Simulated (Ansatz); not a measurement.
Reaction (hydrogenolysis of a Ga–Ge bond): `[CH3][GaH][GeH2][F]` + H₂ → `[CH3][GaH2]` + `[F][GeH3]`

Program: Ansatz. Geometries: PBE0-D4/def2-TZVP. ΔE: electronic, gas phase. CCSD(T)/CBS adds triple-zeta CCSD(T) − MP2 to the extrapolated MP2 energy (def2 sets, frozen cores). This one scheme is used for every species. For Ga, Ge outer-core shells are correlated without core-valence functions, which leaves a few kJ/mol of doubt a bond. Scalar relativity is left out up to krypton. One conformer a species, not always the lowest.

`[CH3][GaH][GeH2][F]`:

Z-matrix (Å, degrees):
```
C
Ga 1 1.962
H 1 1.094 2 109.4
H 1 1.089 2 112.0 3 -120.7
H 1 1.093 2 110.1 3 117.4
Ge 2 2.459 1 120.0 3 115.8
H 2 1.575 1 121.7 3 -63.9
F 6 1.761 2 106.9 1 0.7
H 6 1.545 2 116.1 1 -115.3
H 6 1.545 2 116.1 1 116.6
```

H₂:

Z-matrix (Å, degrees):
```
H
H 1 0.746
```

`[CH3][GaH2]`:

```xyz
7

C     0.589    0.416    0.547
Ga   -0.679   -0.471   -0.666
H     0.660   -0.167    1.472
H     1.591    0.488    0.121
H     0.242    1.413    0.824
H    -2.229   -0.302   -0.448
H    -0.173   -1.378   -1.849
```

`[F][GeH3]`:

```xyz
5

F    -0.542   -0.044    1.559
Ge    0.030    0.002   -0.086
H    -1.216   -0.074   -0.976
H     0.781    1.330   -0.241
H     0.948   -1.214   -0.256
```

```csv
species,CCSD(T)/CBS(def2) energy (Eh)
`[CH3][GaH][GeH2][F]`,-4141.53938
H₂,-1.17544
`[CH3][GaH2]`,-1964.98082
`[F][GeH3]`,-2177.72589
```

Task: Work out ΔE.

Result: ΔE = (-1964.98082) + (-2177.72589) − (-4141.53938) − (-1.17544) = 0.00811 Eh = +0.22 eV.

Largest T1 diagnostic among the species: 0.012.

In def2-TZVPP, CCSD(T) changes the Hartree–Fock value by +0.28 eV (the triples alone add +0.04 eV) and MP2 by +0.31 eV. From PBE to PBE0 (25 % exact exchange), in def2-TZVPP and without D4, ΔE moves by −0.07 eV. The D4 term adds +0.08 eV with B3LYP and +0.05 eV with PBE0; it sums over pairs of atoms, weighted by their polarisabilities, and B3LYP, whose exchange is more repulsive, gets the larger term.

B3LYP here is the variant with VWN-RPA as its local correlation; programs differ in this.
